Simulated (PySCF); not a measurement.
## Stretching CsBi

Set-up: Cs def2-SVP with ECP46, Bi def2-SVP with ECP60; scalar-relativistic core potentials (PySCF 2.14). Energies in eV from Cs + Bi in their ground configurations at the same level. All curves are PBE0. state 1: ³Σ⁻ (triplet), unpaired electrons π ↑↑; state 2: Ms = 0 determinant of mixed spin (⟨S²⟩ near 1.0), unpaired electrons π ↑↓, a mixture of terms (⟨Lz²⟩ = 2.0), a second solution, started from another occupation; state 3: ³Π (triplet), unpaired electrons σ ↑, π ↑, a second solution, started from another occupation; state 4: Ms = 0 determinant of mixed spin (⟨S²⟩ near 1.0), unpaired electrons σ ↓, π ↑, a second solution, started from another occupation.

| R (Å) | state 1 | state 2 | state 3 | state 4 |
| --- | --- | --- | --- | --- |
| 3.222 | -0.646 | -0.3416 | -0.5520 | -0.2511 |
| 3.371 | -0.867 | -0.5610 | -0.6457 | -0.3482 |
| 3.521 | -0.986 | -0.6766 | -0.6664 | -0.3734 |
| 3.634 | -1.027 | -0.7144 | -0.6491 | -0.3597 |
| 3.746 | -1.037 | -0.7213 | -0.6119 | -0.3262 |
| 3.858 | -1.025 | -0.7050 | -0.5606 | -0.2784 |
| 4.008 | -0.984 | -0.6571 | -0.4771 | -0.1995 |
| 4.196 | -0.908 | -0.5699 | -0.3582 | -0.0859 |
| 4.420 | -0.800 | -0.4435 | -0.2064 | 0.0596 |
| 4.720 | -0.654 | -0.2622 | -0.0041 | 0.2529 |

Task: Put a parabola through the three lowest points of the state 1 curve and estimate Re, k and ωe (reduced mass 81.24 u; 1 eV/Å² = 0.16022 mdyn/Å; ωe = 1302.8·√(k/μ) cm⁻¹).

Result: Through R = 3.634, 3.746, 3.858 Å the second-order coefficient is 0.877 eV/Å², so Re ≈ 3.741 Å, k ≈ 0.281 mdyn/Å and ωe ≈ 77 cm⁻¹. A polynomial fit of higher order to the unrounded PBE0 energies gives Re = 3.736 Å, k = 0.292 mdyn/Å, ωe = 78.1 cm⁻¹; anharmonicity and rounding make the difference.

The higher-order fit for each curve: state 1: Re = 3.736 Å, ωe = 78.1 cm⁻¹, De = 1.04 eV; state 2: Re = 3.719 Å, ωe = 81.1 cm⁻¹, minimum 0.72 eV below the ground-state fragments; state 3: Re = 3.500 Å, ωe = 86.9 cm⁻¹, minimum 0.67 eV below the ground-state fragments; state 4: Re = 3.515 Å, ωe = 84.9 cm⁻¹, minimum 0.373 eV below the ground-state fragments.

Closed-shell solutions of metal pairs were not tested for spin polarisation, which can lower them a little. ⟨S²⟩ of the unrestricted solution departs from its pure value on part of the curve, where spin states mix. These are scalar-relativistic numbers at best; spin–orbit coupling would shift them, the dissociation energy most. The state is the lowest determinant that a PBE0 search found; another state may lie lower at other levels.
